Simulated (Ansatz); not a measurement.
**Forces away from equilibrium**

CH3SbSi, singlet, displaced at random from its PBE0-D4/def2-TZVP minimum.

```json
{"atom": "C1", "x (Å)": "-0.4343", "y (Å)": "-0.9460", "z (Å)": "-0.1391"}
{"atom": "Si2", "x (Å)": "0.4644", "y (Å)": "-0.4268", "z (Å)": "-1.5629"}
{"atom": "Sb3", "x (Å)": "-0.5136", "y (Å)": "0.9187", "z (Å)": "0.7163"}
{"atom": "H4", "x (Å)": "-0.9640", "y (Å)": "-1.8279", "z (Å)": "0.2789"}
{"atom": "H5", "x (Å)": "0.4299", "y (Å)": "1.2589", "z (Å)": "-0.8002"}
{"atom": "H6", "x (Å)": "0.9308", "y (Å)": "0.9307", "z (Å)": "1.6386"}
```

Computed with Ansatz 0.2.0 (basis: def2-TZVPP); correlated methods freeze the cores. Filled d shells of the heavier atoms are correlated. Core potentials replace the inner electrons of the atoms past krypton. The def2 sets are not built for correlating such inner shells, so the correlated values are less sure here.

CCSD(T) forces from the calculation:
| atom | Fx | Fy | Fz (eV/Å) |
| --- | --- | --- | --- |
| C1 | -0.177 | -1.491 | -0.448 |
| Si2 | -0.339 | -0.360 | 0.485 |
| Sb3 | -0.186 | 1.098 | 0.436 |
| H4 | 0.587 | 0.729 | -0.497 |
| H5 | 0.028 | 0.104 | -0.015 |
| H6 | 0.087 | -0.080 | 0.040 |

Q: Which atom feels the largest CCSD(T) force, and how large is it?

A: C1, 1.57 eV/Å, along (-0.11, -0.95, -0.29).

Root-mean-square difference of the force components from those of CCSD(T): PBE-D4 0.213; r2SCAN-D4 0.175; PBE0-D4 0.193; wB97M-V 0.222 eV/Å.

T1 diagnostic: at most 0.019. The restricted Hartree–Fock reference is unstable towards an unrestricted one here. These are differences at one structure, and CCSD(T) in triple zeta is itself an approximation.

For scale, one of the runs: CCSD(T)/def2-TZVPP forces, 165 basis functions, launched by `ansatz run in.yaml --threads 2 --pin off --events-out ev --progress --plain --max-ram 4352MiB`. The run took 5.8 min on 2 CPU threads of an Intel Xeon Platinum 8259CL (shared host), with 2.4 GiB of host memory at its peak.
